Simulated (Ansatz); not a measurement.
One change: `C[Se]BCF` becomes `OBCF`.

Ansatz, PBE0-D4/def2-TZVP geometries, multiplicity 1. Each molecule was computed in one conformer, which needn't be the lowest.

Scalar relativity is left out up to krypton. Spin–orbit coupling is left out; it splits and shifts lone-pair levels of the heavy atoms by tenths of an eV.

```
                                        property  `C[Se]BCF`
             HOMO energy (B3LYP/def2-TZVPP) / eV       -7.16
size of the dipole moment (B3LYP/def2-TZVPP) / D        2.51
               HOMO energy (PBE/def2-TZVPP) / eV       -6.30
              HOMO energy (PBE0/def2-TZVPP) / eV       -7.38
           HOMO–LUMO gap (B3LYP/def2-TZVPP) / eV        5.80
           HOMO energy (ωB97M-V/def2-TZVPP) / eV       -9.51
```

What does the change do to each property? (An estimate is asked.)

Ansatz gave: 
| property | `OBCF` | shift |
| --- | --- | --- |
| HOMO energy (B3LYP/def2-TZVPP) / eV | -8.40 | -1.24 |
| size of the dipole moment (B3LYP/def2-TZVPP) / D | 2.47 | -0.04 |
| HOMO energy (PBE/def2-TZVPP) / eV | -6.99 | -0.69 |
| HOMO energy (PBE0/def2-TZVPP) / eV | -8.60 | -1.22 |
| HOMO–LUMO gap (B3LYP/def2-TZVPP) / eV | 7.83 | 2.03 |
| HOMO energy (ωB97M-V/def2-TZVPP) / eV | -10.97 | -1.46 |

With PBE0 the HOMO falls by 1.22 eV and the LUMO rises by 0.87 eV, so the gap widens by about 2.09 eV. PBE moves the HOMO by -0.69 eV and ωB97M-V by -1.46 eV. Dipoles are sizes alone; their direction can turn.

B3LYP here is the variant with VWN-RPA as its local correlation; programs differ in this.
